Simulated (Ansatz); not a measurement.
Bi₃S₃⁺: single points at one geometry.

```yaml
crystal:
  periodic: [false, false, false]
  atoms:
    - {symbol: Bi, position_ang: [2.107337, 1.116204, 1.060945]}
    - {symbol: Bi, position_ang: [-0.920230, 0.506654, -1.721919]}
    - {symbol: Bi, position_ang: [-0.022335, -1.083166, 1.344928]}
    - {symbol: S, position_ang: [1.483712, -0.678107, -0.807371]}
    - {symbol: S, position_ang: [-0.525268, 1.489782, 0.904317]}
    - {symbol: S, position_ang: [-2.123225, -1.351377, -0.780901]}
basis:
  gaussian: {orbitals: def2-SVP, initial_orbitals: start.molden}
total_charge: 1
correlation: {method: ccsd_t}
scf: {omitted_lower_state_checks: [starts]}
output: {orbitals: {seedname: orbitals}}
```

The file start.molden holds the orbitals of an earlier run on this structure, at another level or in another basis.

```sh
$ ansatz run in.yaml --threads 4 --pin off --events-out ev --progress --plain --max-ram 4787MiB
```

It prints (some lines left out):

```
Functional definition: HF
1473 factors; integrals over basis functions are off by at most 3.3e-4 eV
mean field evaluation 1: about -49870.2530 eV, gradient 3.8e1 eV
mean field evaluation 2: about -49871.5740 eV, gradient 1.7e0 eV
mean field evaluation 4: about -49872.0088 eV, gradient 8.8e-2 eV
mean field evaluation 8: about -49872.0088 eV, gradient 2.0e-6 eV
mean field evaluation 16: about -49862.9178 eV, gradient 3.3e0 eV
mean field evaluation 32: about -49867.1149 eV, gradient 1.3e0 eV
mean field evaluation 64: about -49862.6131 eV, gradient 9.0e0 eV
mean field -49872.00881838 eV, -1832.7625196139 hartree, gradient 5.8e-6 eV, S^2 0.000000; 0 other end points of the search recorded, 0 dependent functions left out; unrestricted orbitals would lower it
27 core orbitals not correlated: weight in the atoms' cores, before any rotation towards them, 1.000 or more for the frozen orbitals, at most 0.000 for the correlated occupied ones
reference -49872.00881838 eV, -1832.7625196139 hartree; 31, 31 occupied and 74, 74 virtual orbitals, 1473 factors
second order -19.65986874 eV of doubles, -0.00000000 eV of singles
cycle   1  -19.43684195 eV  change    2.2e-1 eV  update   2.1e-1
cycle   2  -20.23258441 eV  change   -8.0e-1 eV  update   7.8e-2
cycle   3  -20.47566163 eV  change   -2.4e-1 eV  update   5.3e-2
cycle   4  -20.47758471 eV  change   -1.9e-3 eV  update   2.3e-2
cycle   5  -20.46471054 eV  change    1.3e-2 eV  update   1.5e-2
cycle   6  -20.47381468 eV  change   -9.1e-3 eV  update   6.7e-3
cycle   7  -20.47373763 eV  change    7.7e-5 eV  update   2.7e-3
cycle   8  -20.47402683 eV  change   -2.9e-4 eV  update   1.3e-3
cycle   9  -20.47476449 eV  change   -7.4e-4 eV  update   6.0e-4
cycle  10  -20.47466687 eV  change    9.8e-5 eV  update   2.9e-4
cycle  11  -20.47449196 eV  change    1.7e-4 eV  update   1.1e-4
cycle  12  -20.47458371 eV  change   -9.2e-5 eV  update   5.2e-5
cycle  13  -20.47460724 eV  change   -2.4e-5 eV  update   2.2e-5
perturbative correction -1.27126618 eV, -0.0467181703 hartree
Total energy: -49893.75469179 eV, -1833.5616657219 hartree
Checks for a lower state left out: starts
```

It took 56 s on 4 threads of Arm Neoverse N1 on a shared host, peak host memory 0.9 GiB.

First input, but with `gaussian: {orbitals: def2-TZVP, initial_orbitals: start.molden}`, `hamiltonian: {xc: {name: PBE-QIDH}}` and without the key `correlation`, `output` (abridged; 29 s):

```
Functional definition: PBE-QIDH
mean field -49971.90252447 eV, -1836.4335456022 hartree, gradient 9.0e-6 eV, S^2 0.000000
27 core orbitals not correlated: weight in the atoms' cores, before any rotation towards them, 1.000 or more for the frozen orbitals, at most 0.000 for the correlated occupied ones
second order -56.02501360 eV of doubles, -0.00000000 eV of singles
Total energy: -49990.57754244 eV, -1837.1198398543 hartree
Checks for a lower state left out: starts
```

The first input with `gaussian: {orbitals: def2-TZVP, initial_orbitals: start.molden}`, `hamiltonian: {xc: {name: CAM-B3LYP}, dispersion: d4}` and without the key `correlation` (abridged; 21 s):

```
Functional definition: CAM-B3LYP
mean field -50024.67080983 eV, -1838.3727443214 hartree, gradient 2.3e-5 eV, S^2 0.000000
Total energy: -50025.23001085 eV, -1838.3932945798 hartree
Checks for a lower state left out: starts
```

The first input with `gaussian: {orbitals: def2-TZVP, initial_orbitals: start.molden}`, `hamiltonian: {xc: r2scan, dispersion: d4}` and without the key `correlation` (abridged; 22 s):

```
Functional definition: r2SCAN
mean field -50033.42165774 eV, -1838.6943320509 hartree, gradient 1.7e-5 eV, S^2 0.000000
Total energy: -50033.53500015 eV, -1838.6984973073 hartree
Checks for a lower state left out: starts
```

As the first input, with `hamiltonian: {xc: pbe, dispersion: d4}` and without the key `correlation` (abridged; 3.2 s):

```
Functional definition: PBE
mean field -50004.31027839 eV, -1837.6245085920 hartree, gradient 2.9e-5 eV, S^2 0.000000
Total energy: -50004.90866935 eV, -1837.6464990540 hartree
Checks for a lower state left out: starts
```

As the first input, with `gaussian: {orbitals: def2-TZVP, initial_orbitals: start.molden}`, `hamiltonian: {xc: pbe, dispersion: d4}`, `output: {forces: true, orbitals: {seedname: orbitals}}` and without the key `correlation` (abridged; 10 s):

```
Functional definition: PBE
mean field -50016.41810940 eV, -1838.0694631745 hartree, gradient 1.6e-5 eV, S^2 0.000000
Total energy: -50017.01650963 eV, -1838.0914539774 hartree
Atom 0 force    -0.464758    -0.265080    -0.215439 eV/Å
Atom 1 force     0.022256    -0.408924     0.543941 eV/Å
Atom 2 force     0.119840     0.487144    -0.473027 eV/Å
Atom 3 force    -0.210995     0.174502     0.326786 eV/Å
Atom 4 force     0.254303    -0.333147    -0.072534 eV/Å
Atom 5 force     0.279353     0.345505    -0.109727 eV/Å
Dipole moment:     0.345891     0.236567     0.106436 e Å
Checks for a lower state left out: starts
```

First input, but with `gaussian: {orbitals: def2-TZVP, initial_orbitals: start.molden}`, `correlation: {method: mp2}` (abridged; 23 s):

```
Functional definition: HF
mean field -49883.97100405 eV, -1833.2021218287 hartree, gradient 1.4e-6 eV, S^2 0.000000; unrestricted orbitals would lower it
27 core orbitals not correlated: weight in the atoms' cores, before any rotation towards them, 1.000 or more for the frozen orbitals, at most 0.000 for the correlated occupied ones
second order -49.53747301 eV of doubles, -0.00000000 eV of singles
Total energy: -49933.50847705 eV, -1835.0225903840 hartree
Checks for a lower state left out: starts
```

Geometry: PBE-D4/def2-SVP.

In the def2 sets Bi takes a core potential; there is no spin–orbit coupling. Correlated methods freeze 27 core orbitals; core or outer-core shells of Bi are correlated, in sets that lack core-valence functions. At CCSD(T)/def2-SVP T1 of the charge 1 singlet is large (up to 0.025), so the single-reference result is doubtful. At CCSD(T)/def2-SVP, MP2/def2-TZVP the restricted singlet (for correlated methods, its reference) is unstable: a solution with broken spin symmetry lies lower. The restricted singlet is unstable towards broken spin symmetry in Hartree–Fock (as tested in another run); at PBE-QIDH/def2-TZVP, CAM-B3LYP-D4/def2-TZVP, r2SCAN-D4/def2-TZVP, PBE-D4/def2-SVP and others this wasn't settled. Another isomer (singlet) lies 0.80 eV lower at PBE0-D4/def2-TZVP; other spin states weren't run for this one.
